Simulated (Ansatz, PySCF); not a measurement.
Complex: HF (SMILES F) (first 2 atoms) with AsH3 (SMILES [AsH3]); geometry from B3LYP-D3(BJ)/def2-TZVP.
(charge 0, multiplicity 1):
```tsv
atom	x (Å)	y (Å)	z (Å)
F	0.3919	-0.7698	-0.4188
H	0.3315	-0.4354	0.4541
As	0.1790	0.4219	2.6851
H	1.3557	1.0807	3.3815
H	-0.1715	-0.4591	3.8703
H	-0.8016	1.5157	3.0668
```

Monomers are frozen at their geometry in the pair; levels with a basis set take the counterpoise correction. Rows marked so take none.

Cores are frozen in the correlated methods. Filled d and f shells under p-block atoms count as core. Rows in STO-3G carry no dispersion term and start afresh at each structure; the Pople sets are all-electron and without relativity.

Programs: Ansatz (a first-principles code) with Gaussian orbitals; PySCF for STO-3G rows, the dispersion terms. Values without a source in brackets are computed.

Question: Predict the interaction energy from r2SCAN-D3(BJ)/def2-TZVPPD.

Answer: -20 kJ/mol

Question: Give the interaction energy at the level HF/STO-3G (no counterpoise).

Answer: -13 kJ/mol

Question: What is the computed interaction energy (MP2/aug-cc-pVTZ)?

Answer: -17 kJ/mol
